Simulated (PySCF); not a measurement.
**Working out the ionisation energy of F⁺**

F⁺ [He] 2s2 2p4 (3P) → F²⁺ [He] 2s2 2p3 (4S). All numbers are calculated (PySCF 2.14, the spin-free X2C one-electron Hamiltonian (Gaussian nucleus), in x2c-QZVPPall with one added diffuse shell each of s, p, d, f type (8s5p4d3f1g, 73 functions)). Frozen: nothing. Energies in hartree (1 hartree = 27.21139 eV):

| part | F⁺ (lower) | F²⁺ (upper) |
| --- | --- | --- |
| UHF | -98.928507 | -97.701521 |
| MP2 opposite-spin | -0.141865 | -0.098117 |
| MP2 same-spin | -0.040885 | -0.034414 |

Task: What does Hartree-Fock give?

Result: (-97.701521) − (-98.928507) = 1.226986 hartree = 33.388 eV.

Task: What do MP2 and SCS-MP2 (6/5 opposite-spin, 1/3 same-spin) give?

Result: The opposite-spin parts differ by 1.190 eV and the same-spin parts by 0.176 eV. MP2: 33.388 + (1.190) + (0.176) = 34.754 eV. SCS-MP2: 33.388 + 1.2 × (1.190) + (0.176)/3 = 34.875 eV.

Measured between the centres of the two terms (NIST): 34.950 eV, so MP2 (valence and next inner shell) is off by -0.196 eV.

What remains against the reference includes basis incompleteness and correlation beyond second order.
